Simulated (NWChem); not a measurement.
The numbers come from NWChem runs, not from measurements. System: F3In, charge 0, spin multiplicity 1, at a geometry optimised with PBE/def2-SVP with def2 effective core potentials on In. The structure started from a generated list of species. Level: MP2/def2-TZVP with def2 effective core potentials on In, 7 core orbitals frozen.

The NWChem input:

```
start mol
memory heap 200 mb stack 900 mb global 1100 mb
geometry units angstroms nocenter noautoz
  In     0.000000     0.000000     0.000059
  F      0.000000     0.000000     1.958317
  F     -1.695773     0.000000    -0.979320
  F      1.695773     0.000000    -0.979320
  symmetry group C2v
end
basis spherical
  * library def2-tzvp
end
ecp
  In library def2-ecp
end
scf
  rhf
  nopen 0
  maxiter 100
  thresh 1e-7
  semidirect memsize 60000000 filesize 0
end
mp2
  freeze core 7
end
task mp2 energy
```

Output (cleaned and shortened):

```
             Northwest Computational Chemistry Package (NWChem) 7.3.0
             --------------------------------------------------------

                                NWChem Input Module
                                -------------------

 Scaling coordinates for geometry "geometry" by  1.889725989
 (inverse scale =  0.529177249)

 Turning off AUTOSYM since
 SYMMETRY directive was detected!

                             Geometry "geometry" -> ""
                             -------------------------

 Output coordinates in angstroms (scale by  1.889725989 to convert to a.u.)

  No.       Tag          Charge          X              Y              Z
 ---- ---------------- ---------- -------------- -------------- --------------
    1 In                  49.0000     0.00000000     0.00000000     0.00005900
    2 F                    9.0000     0.00000000     0.00000000     1.95831700
    3 F                    9.0000    -1.69577300     0.00000000    -0.97932000
    4 F                    9.0000     1.69577300     0.00000000    -0.97932000

 Effective nuclear repulsion energy (a.u.)     395.4225226348

            Nuclear Dipole moment (a.u.)
            ----------------------------
        X                 Y               Z
 ---------------- ---------------- ----------------
     0.0000000000     0.0000000000    -0.0000302356

      Symmetry information
      --------------------

 Group name             C2v
 Group number             16
 Group order               4
 No. of unique centers     3

      Symmetry unique atoms

     1    2    3


 Summary of "ao basis" -> "" (spherical)
 ------------------------------------------------------------------------------
       Tag                 Description            Shells   Functions and Types
 ---------------- ------------------------------  ------  ---------------------
 *                         def2-tzvp                  on all atoms

 Summary of "ao basis" -> "ao basis" (spherical)
 ------------------------------------------------------------------------------
       Tag                 Description            Shells   Functions and Types
 ---------------- ------------------------------  ------  ---------------------
 In                        def2-tzvp                16       50   6s5p3d2f
 F                         def2-tzvp                11       31   5s3p2d1f

                                 NWChem SCF Module
                                 -----------------

  ao basis        = "ao basis"
  functions       =   143
  atoms           =     4
  closed shells   =    24
  open shells     =     0
  charge          =   0.00
  wavefunction    = RHF
  use symmetry    = T
  symmetry adapt  = T

 Summary of "ao basis" -> "ao basis" (spherical)
 ------------------------------------------------------------------------------
       Tag                 Description            Shells   Functions and Types
 ---------------- ------------------------------  ------  ---------------------
 In                        def2-tzvp                16       50   6s5p3d2f
 F                         def2-tzvp                11       31   5s3p2d1f

      Symmetry analysis of basis
      --------------------------

        a1         56
        a2         18
        b1         40
        b2         29

 Forming initial guess at       0.1s

      Superposition of Atomic Density Guess
      -------------------------------------

 Sum of atomic energies:        -516.31365493

      Non-variational initial energy
      ------------------------------

 Total energy =    -487.172799
 1-e energy   =   -1133.757061
 2-e energy   =     455.453559
 HOMO         =      -0.620954
 LUMO         =      -0.174820

      Symmetry analysis of molecular orbitals - initial
      -------------------------------------------------

  Numbering of irreducible representations:

     1 a1          2 a2          3 b1          4 b2

  Orbital symmetries:

     1 a1          2 a1          3 b1          4 a1          5 a1
     6 b1          7 b2          8 a1          9 a1         10 b1
    11 b1         12 a1         13 a1         14 b2         15 a2
    16 a1         17 a1         18 b1         19 b2         20 b1
    21 a2         22 b2         23 a1         24 b1         25 a1
    26 b2         27 b1         28 a1         29 b2         30 b1
    31 a1         32 a1         33 a1         34 a2

 Starting SCF solution at       1.4s

 ----------------------------------------------
         Quadratically convergent ROHF

 Convergence threshold     :          1.000E-07
 Maximum no. of iterations :          100
 Final Fock-matrix accuracy:          1.000E-09
 ----------------------------------------------

              iter       energy          gnorm     gmax       time
             ----- ------------------- --------- --------- --------
                 1     -487.6101990916  1.65D+00  2.86D-01      1.5
                 2     -487.7293327122  3.09D-01  8.11D-02      1.6
                 3     -487.7350998808  1.97D-02  6.68D-03      1.8
                 4     -487.7351304627  3.70D-04  7.40D-05      2.1
                 5     -487.7351304763  4.20D-08  1.22D-08      2.6

       Final RHF  results
       ------------------

         Total SCF energy =   -487.735130476284
      One-electron energy =  -1135.266512580681
      Two-electron energy =    456.400679642605
 Nuclear repulsion energy =    191.130702461792

        Time for solution =      1.2s

       Symmetry analysis of molecular orbitals - final
       -----------------------------------------------

  Numbering of irreducible representations:

     1 a1          2 a2          3 b1          4 b2

  Orbital symmetries:

     1 a1          2 b1          3 a1          4 a1          5 b2
     6 b1          7 a1          8 a1          9 a1         10 b1
    11 a1         12 a2         13 b2         14 a1         15 b1
    16 a1         17 a1         18 b1         19 b2         20 b1
    21 b2         22 a2         23 a1         24 b1         25 a1
    26 b2         27 b1         28 a1         29 b2         30 b1
    31 a1         32 a1         33 a1         34 a2

             Final eigenvalues
             -----------------

              1
    1  -26.2625
    2  -26.2625
    3  -26.2624
    4   -5.4728
    5   -3.7401
    6   -3.7284
    7   -3.7283
    8   -1.5317
    9   -1.5281
   10   -1.5281
   11   -1.1235
   12   -1.1232
   13   -1.1232
   14   -1.1117
   15   -1.1117
   16   -0.6755
   17   -0.6332
   18   -0.6332
   19   -0.6254
   20   -0.6146
   21   -0.6119
   22   -0.6119
   23   -0.5945
   24   -0.5945
   25   -0.0112
   26    0.0234
   27    0.0829
   28    0.0829
   29    0.1300
   30    0.2377
   31    0.2377
   32    0.2610
   33    0.2695
   34    0.2777

                       ROHF Final Molecular Orbital Analysis
                       -------------------------------------

 Vector   22  Occ=2.000000D+00  E=-6.118616D-01  Symmetry=a2
              MO Center= -9.2D-10, -6.2D-16, -9.6D-01, r^2= 3.3D+00
   Bfn.  Coefficient  Atom+Function         Bfn.  Coefficient  Atom+Function
  ----- ------------  ---------------      ----- ------------  ---------------
    88      0.341012  3 F  py               119     -0.341012  4 F  py
    91      0.298691  3 F  py               122     -0.298691  4 F  py
    94      0.197833  3 F  py               125     -0.197833  4 F  py

 Vector   23  Occ=2.000000D+00  E=-5.944705D-01  Symmetry=a1
              MO Center= -1.8D-13, -2.2D-17,  1.8D-01, r^2= 4.1D+00
   Bfn.  Coefficient  Atom+Function         Bfn.  Coefficient  Atom+Function
  ----- ------------  ---------------      ----- ------------  ---------------
    58      0.294857  2 F  pz                61      0.263480  2 F  pz
    89      0.260869  3 F  pz               120      0.260869  4 F  pz
    92      0.230311  3 F  pz               123      0.230311  4 F  pz
    24      0.191115  1 In d  0              64      0.162447  2 F  pz
    95      0.150607  3 F  pz               126      0.150607  4 F  pz

 Vector   24  Occ=2.000000D+00  E=-5.944594D-01  Symmetry=b1
              MO Center=  4.9D-11,  8.7D-17, -1.8D-01, r^2= 4.1D+00
   Bfn.  Coefficient  Atom+Function         Bfn.  Coefficient  Atom+Function
  ----- ------------  ---------------      ----- ------------  ---------------
    87      0.283620  3 F  px               118      0.283620  4 F  px
    90      0.252503  3 F  px               121      0.252503  4 F  px
    56      0.249298  2 F  px                25      0.220718  1 In d  1
    59      0.219043  2 F  px                93      0.158556  3 F  px
   124      0.158556  4 F  px

 Vector   25  Occ=0.000000D+00  E=-1.115986D-02  Symmetry=a1
              MO Center= -2.6D-14,  2.3D-15,  3.2D-04, r^2= 3.9D+00
   Bfn.  Coefficient  Atom+Function         Bfn.  Coefficient  Atom+Function
  ----- ------------  ---------------      ----- ------------  ---------------
     6      1.062658  1 In s                  2      0.485026  1 In s
     1     -0.357154  1 In s                  5      0.289207  1 In s
     3     -0.286102  1 In s                  4     -0.217009  1 In s
    55     -0.208648  2 F  s                 86     -0.208609  3 F  s
   117     -0.208609  4 F  s

 Vector   26  Occ=0.000000D+00  E= 2.340528D-02  Symmetry=b2
              MO Center= -3.8D-15, -6.4D-17,  1.3D-04, r^2= 7.8D+00
   Bfn.  Coefficient  Atom+Function         Bfn.  Coefficient  Atom+Function
  ----- ------------  ---------------      ----- ------------  ---------------
    20      0.758831  1 In py                17      0.252061  1 In py
    14      0.215432  1 In py                11     -0.206652  1 In py

 Vector   27  Occ=0.000000D+00  E= 8.287616D-02  Symmetry=b1
              MO Center=  4.6D-12,  6.6D-17,  2.9D-01, r^2= 1.3D+01
   Bfn.  Coefficient  Atom+Function         Bfn.  Coefficient  Atom+Function
  ----- ------------  ---------------      ----- ------------  ---------------
    19      1.373646  1 In px                16     -0.569576  1 In px
    35     -0.183872  1 In d  1

 center of mass
 --------------
 x =   0.00000000 y =   0.00000000 z =   0.00000707

 moments of inertia (a.u.)
 ------------------
         390.319009552282           0.000000000000           0.000000000000
           0.000000000000         780.512596104858           0.000000000000
           0.000000000000           0.000000000000         390.193586552576

  Mulliken analysis of the total density
  --------------------------------------

    Atom       Charge   Shell Charges
 -----------   ------   -------------------------------------------------------
    1 In  21    19.26   0.37 -0.79  1.51  0.89  0.44  0.03 -0.41  6.39  0.41  0.08  0.02  9.02  1.05  0.12  0.11  0.01
    2 F    9     9.58   0.77  1.20  0.60  1.00  0.39  2.22  2.27  1.13  0.00  0.01  0.00
    3 F    9     9.58   0.77  1.20  0.60  1.00  0.39  2.22  2.27  1.13  0.00  0.01  0.00
    4 F    9     9.58   0.77  1.20  0.60  1.00  0.39  2.22  2.27  1.13  0.00  0.01  0.00

       Multipole analysis of the density wrt the origin
       ------------------------------------------------

     L   x y z        total         open         nuclear
     -   - - -        -----         ----         -------
     0   0 0 0     -0.000000      0.000000     48.000000

     1   1 0 0     -0.000000      0.000000      0.000000
     1   0 1 0     -0.000000      0.000000      0.000000
     1   0 0 1      0.000626      0.000000     -0.003152

     2   2 0 0    -34.737521      0.000000    184.844107
     2   1 1 0     -0.000000      0.000000      0.000000
     2   1 0 1      0.000000      0.000000      0.000000
     2   0 2 0    -22.449910      0.000000      0.000000
     2   0 1 1     -0.000000      0.000000      0.000000
     2   0 0 2    -34.740843      0.000000    184.903522

                   NWChem MP2 Semi-direct Energy/Gradient Module
                   ---------------------------------------------

  Basis functions       =    143
  Molecular orbitals    =    143
  Frozen core           =      7
  Frozen virtuals       =      0
  Active alpha occupied =     17
  Active beta occupied  =     17
  Active alpha virtual  =    119
  Active beta virtual   =    119
  Use MO symmetry       = T
  Use skeleton AO sym   = T

  AO/Fock/Back tols     =   1.0D-09  1.0D-09  1.0D-09

 GA uses MA = F    GA memory limited = T

 Available:
  local mem=  1.26D+08
 global mem=  1.44D+08
 local disk=  0.00D+00
  mp2_memr nvloc                   119
  nvloc new                   119
   1 passes of  17:        5242880                     142825                  62681659.
   1 passes of  17: M    126139611           G      144138302           F     120896731.

 Semi-direct pass number   1 of   1  for RHF alpha+beta  at        2.7s
  vrange nnbf                  9108
  mp2_eaftype                   239  avail_ma_in_mb                  1099
 EAF : mp2_eaftype filesize         239   31340829.
  mp2_eaf for mointskh                    239
Node 0 wrote    147.4 Mb in      0.2 s     Agg I/O rate:   754.9 Mb/s
 Done moints_semi at        8.5s
  mp2_eaftype                   239  avail_ma_in_mb                   860
 EAF : mp2_eaftype filesize         239   31340829.
  mp2_eaf for kh                   239
 Done maket at        8.9s
 Done multipass loop at        8.9s

          -------------------------------------------
          SCF energy                -487.735130476284
          Correlation energy          -1.030876300345
          Singlet pairs               -0.586216556221
          Triplet pairs               -0.444659744124
          Total MP2 energy          -488.766006776629
          -------------------------------------------

          ---------------------------------------------------
                    Spin Component Scaled (SCS) MP2
          Same spin pairs                     -0.296439829416
          Same spin scaling factor             0.333333333333
          Opposite spin pairs                 -0.734436470929
          Opposite spin scaling fact.          1.200000000000
          SCS-MP2 correlation energy          -0.980137041587
          Total SCS-MP2 energy              -488.715267517871
          ---------------------------------------------------

 -----------------------
 Performance information
 -----------------------

 Timer overhead =  9.61D-08 seconds/call

               Nr. of calls         CPU time (s)                 Wall time (s)                GFlops
             ---------------    -------------------     ------------------------------   -------------------
Name         Min   Avg   Max    Min     Avg     Max     Min     Avg     Max   Mx/calls   Min     Max     Sum
mp2: moin     1     1     1    5.8     5.8     5.8      5.8     5.8     5.8     5.8      0.0     0.0     0.0
mp2: make     1     1     1   0.42    0.42    0.42     0.42    0.42    0.42    0.42      0.0     0.0     0.0
mp2: tota     1     1     1    6.3     6.3     6.3      6.3     6.3     6.3     6.3      0.0     0.0     0.0

 The average no. of pstat calls per process was 3.00D+00
 with a timing overhead of 2.88D-07s

 Task  times  cpu:        8.9s     wall:        8.9s

 Total times  cpu:        8.9s     wall:        8.9s
```
